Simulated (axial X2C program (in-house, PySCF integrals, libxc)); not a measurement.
**Bond lengths and stretching modes, held linear, of NInO⁺**

Computed with an in-house all-electron X2C program for linear molecules (integrals from PySCF): two-component X2C with atomic mean-field Coulomb and Gaunt terms, Gaussian nuclei, basis N dyall-av3z, In dyall-v3z, O dyall-av3z with contracted cores. Spin-free rows use the one-electron spin-free X2C Hamiltonian.

Masses N 14.003, In 114.904, O 15.995 u. States: 2c Ω = 1/2 (beyond evenly filled blocks: ω = 1/2); spin-free M_S = 1/2, Λ = 1 (beyond evenly filled blocks: π+α).

PBE, 2c: energies above the lowest point

| r(N–In) (Å) | r(In–O) (Å) | E (meV) |
| --- | --- | --- |
| 2.0377 | 1.9110 | 61.83 |
| 2.0377 | 1.9600 | 28.05 |
| 2.0377 | 2.0090 | 39.81 |
| 2.0900 | 1.9110 | 37.95 |
| 2.0900 | 1.9600 | 0.00 |
| 2.0900 | 2.0090 | 7.72 |
| 2.0900 | 2.0580 | 51.24 |
| 2.1422 | 1.9110 | 47.35 |
| 2.1422 | 1.9600 | 5.30 |
| 2.1422 | 2.0090 | 9.03 |
| 2.1945 | 1.9600 | 36.35 |
| 2.1945 | 2.0580 | 71.75 |

**Question.** Fit a quadratic surface with cubic terms in each bond: where is the minimum, and what are the two stretching wavenumbers?

**Answer.** At PBE, 2c: bonds 2.109 and 1.977 Å; harmonic stretches 463.7 and 615.3 cm⁻¹; force constants 1.8, 2.83 and coupling -0.25 mdyn/Å.

The other levels and Hamiltonians give:

| Hamiltonian | level | r(N–In) (Å) | r(In–O) (Å) | lower stretch (cm⁻¹) | upper stretch (cm⁻¹) |
| --- | --- | --- | --- | --- | --- |
| 2c | PBE0 | 2.089 | 1.957 | 475.4 | 652.6 |
| spin-free | PBE0 | 2.089 | 1.958 | 474.6 | 651.9 |
| spin-free | PBE | 2.109 | 1.977 | 463.2 | 614.6 |

Each state is one determinant, the lowest of a limited PBE0 search; the stretches come from a fit to these few points and carry an uncertainty of a few per cent. Other orders of the atoms were not compared. Left out for rough or failed fits: HF 2c, MP2 2c, HF spin-free, MP2 spin-free. The molecule was held linear; bending was not examined, so a bent shape may lie lower. Note: functional without a current term on a determinant with orbital currents, of the molecule or an atom.
